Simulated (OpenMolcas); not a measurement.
## Ions of charge +2 along the 3d row on the Ca site of CaO

* Program: OpenMolcas
* Method: SS-CASPT2, IPEA 0.25 Eh, imaginary shift 0.1 Eh
* Spin-orbit coupling: state interaction with AMFI integrals over the reference wave functions

The d shell is active; CASPT2 correlates the ligand valence shells and the outer metal core. Each dopant is a cluster with its nearest anions in model potentials and point charges, with no relaxation. Distances were set from a Shannon-type radius of the metal (high-spin where two are listed) plus a fixed donor radius (O 1.38 Å), in hosts weighted 0.65 to 0.35 with the host's distance in the model lattice. Ligand basis ANO-RCC-VDZP, DKH2 Hamiltonian. States (labels of O, the rotations of Oh). Energies in cm-1 above the lowest state or level, χT in cm3 K/mol; under a threefold ground state the first gap can be a small split of the lowest multiplet, not the spin-orbit step; 10Dq and B are least-squares fits to the states below 45000 cm-1, weighted by degeneracy, with a free offset, and given where the rms deviation is under 5 % of |10Dq| (or 100 cm-1) and under 700 cm-1. Spin-only χT is S(S+1) / 2 for the spin of the ground state.

```tsv
Ion	Shell	R (Å)	Metal basis	Ground state	First state of that spin	10Dq	B (rms of fit)	First gap with spin-orbit (degeneracies)	χT at 300 K	First state of another spin	Spin-only χT
Ti2+	3d2	2.298	ANO-RCC-VTZP	3T1	3T2 13630	15351	629 (337)	2 (2, 3)	1.100	1T2 7930	1.000
V2+	3d3	2.252	ANO-RCC-VTZP	4A2	4T2 12810			11660 (4, 4)	1.859	2E 11690	1.875
Cr2+	3d4	2.259	ANO-RCC-VTZP	5E	5T2 10590			6 (1, 3)	2.967	3T1 7900	3.000
Co2+	3d7	2.223	ANO-RCC-VTZP	4T1	4T2 7110			360 (2, 4)	3.557	2E 11360	1.875
Cu2+	3d9	2.213	ANO-RCC-VTZP	2E	2T2 7350	7345		6670 (4, 2)	0.571		0.375
```

Every ion keeps the highest spin of its shell. χT departs most from the spin-only value for Co2+, by +1.682 cm3 K/mol.

Roots that are degenerate in the reference are averaged as groups; the widest CASPT2 spread within a group is 1100 cm-1 (the 3-fold group of multiplicity 3 near 27000 cm-1 above the lowest state of its run, Cr2+). Shifts and gaps below about the spread of the groups concerned are not significant. Over all roots computed the reference weight is 0.70 to 0.71 in Ti2+, 0.70 to 0.71 in V2+, 0.69 to 0.71 in Cr2+, 0.69 to 0.71 in Co2+, 0.70 in Cu2+; a low but even weight reflects the number of correlated electrons. Ligand-to-metal charge-transfer states are missing. An orbital triplet at a regular site is open to Jahn-Teller coupling, which can distort the site and quench the lowest spin-orbit gaps and is left out (holds for Ti2+; Co2+). With no ligand orbital active B as a rule stays too high, so bands that hang on it stand too high and its fall with covalency is understated (holds for Ti2+; V2+; Cr2+). With one d shell and no ligand orbital active, 10Dq can be off by tens of per cent for divalent 3d ions, low with halides held by bare charges and at times high in hosts (holds for Ti2+; V2+; Cr2+; Co2+). These CASPT2 states fit no ligand-field parameters well, so their order and spin gaps are uncertain (holds for V2+; Cr2+; Co2+). Free-ion shares, where given, are those of the reference states; single-state CASPT2 does not remix them (holds for V2+; Cr2+; Co2+; Cu2+). An orbital doublet at a regular site is open to a Jahn-Teller distortion, which this geometry leaves out (holds for Cr2+; Cu2+). This shell can be high or low spin here, a state of another spin lies low, and with metal d orbitals alone active their balance is uncertain, so the ground spin may be wrong (holds for Cr2+). A single d shell leaves out the double-shell effect, which counts most for late 3d ions, where the CASPT2 field can be off either way by tens of per cent (holds for Co2+; Cu2+). For late 3d ions with one d shell CASPT2 can put B and the spin-flip bands somewhat low as well as high (holds for Co2+). With one d shell and no ligand orbital active, 10Dq can be off by tens of per cent for divalent 3d ions, low with halides held by bare charges and at times high in hosts, and the orbital part of g and χT goes as 1/10Dq (holds for Cu2+). No measured value stands beside these numbers; the geometry was set by hand and not optimised.
